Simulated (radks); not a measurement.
Q: All-electron atom: Cl V in [Ne] 3s2 3p1. Calculated with a radial shooting solver on a logarithmic mesh with Libxc functionals: scalar-relativistic Kohn-Sham, BLYP, spin-polarised, spherical densities, point nucleus; open shells are filled with parallel spins first. Some entries of the table are withheld. Estimate them.

orbital  occ.  eigenvalue (hartree)  r(max) (bohr)
1s up       1             -103.6141        0.05946
1s down     1             -103.6047        0.05946
2s up       1                   (1)         0.3611
2s down     1                   (2)         0.3612
2p up       3                   (3)         0.3003
2p down     3                   (4)         0.3005
3s up       1              -2.73793            (5)
3s down     1              -2.66954            (6)
3p up       1              -2.21445          1.265
3p down     0              -2.14842          1.264

A: 
(1) 2s up eigenvalue (hartree): -11.62639
(2) 2s down eigenvalue (hartree): -11.61733
(3) 2p up eigenvalue (hartree): -9.40312
(4) 2p down eigenvalue (hartree): -9.39055
(5) 3s up r(max) (bohr): 1.201
(6) 3s down r(max) (bohr): 1.198
